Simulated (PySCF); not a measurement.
ScF₃, SMILES [F][Sc]([F])[F]. Atoms are numbered in the order given.

```xyz
4

Sc     0.0000     0.0000     0.0000
F     -1.8285     0.0000     0.0000
F      0.9142     1.5835     0.0000
F      0.9142    -1.5835     0.0000
```
Charge 0, spin multiplicity 1.

The structure is a stationary point at B3LYP-D3(BJ)/def2-SVP. The isomer is the one that the SMILES or the coordinates give; other isomers of the formula were not compared.

Method: KT2/pcSseg-2 (PySCF).

GIAO shieldings, no solvent; atoms alike by connectivity are averaged. δ = σ(ref) − σ: ¹⁹F against CFCl3 (σ = 125.1 ppm), references at their B3LYP-D3(BJ)/def2-TZVP geometries, non-relativistic.

Estimate the chemical shifts. (The exact figures need the calculation; the answer reports its results.)


```tsv
nucleus	atoms	count	δ (ppm)
¹⁹F	F2, F3, F4	3	204.5
```
